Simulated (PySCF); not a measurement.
Isomers of C5H10ClNO, one GFN2-xTB conformer each. Single-point energies are computed at PBE0/pcSseg-1 (PySCF, gas phase, no added dispersion term), electronic only.

Question: Rank them by PBE0/pcSseg-1 energy, lowest first (kcal/mol).
A. `[CH3:1][CH2:2][NH:3][C:4](=[O:5])[CH2:6][CH2:7][Cl:8]` with C1–C2–N3–C4 125°, C2–N3–C4–O5 -2°, N3–C4–C6–C7 -82°, C4–C6–C7–Cl8 71°
B. `[CH3:1][NH:2][C:3](=[O:4])[CH2:5][CH2:6][CH2:7][Cl:8]` with C1–N2–C3–O4 0°, N2–C3–C5–C6 -156°, C3–C5–C6–C7 67°, C5–C6–C7–Cl8 63°

Answer: B (0.0), A (1.5).

Neighbours under 2.5 kcal/mol apart (CNC(=O)CCCCl and CCNC(=O)CCCl) can change places with a better method, another conformer or zero-point energy. GFN2-xTB itself gives, in the same order: 1.1, 0.0. GFN2-xTB puts CCNC(=O)CCCl lowest instead.

Which frontier levels, dipoles and rotational constants go with these structures?

```csv
SMILES,"HOMO (eV, PBE0/pcSseg-1)",LUMO (eV),dipole (D),"A, B, C (MHz)"
CNC(=O)CCCCl,-7.44,0.75,2.58,"2967, 850.1, 763.7"
CCNC(=O)CCCl,-7.23,0.50,2.28,"2451, 993.0, 773.4"
```
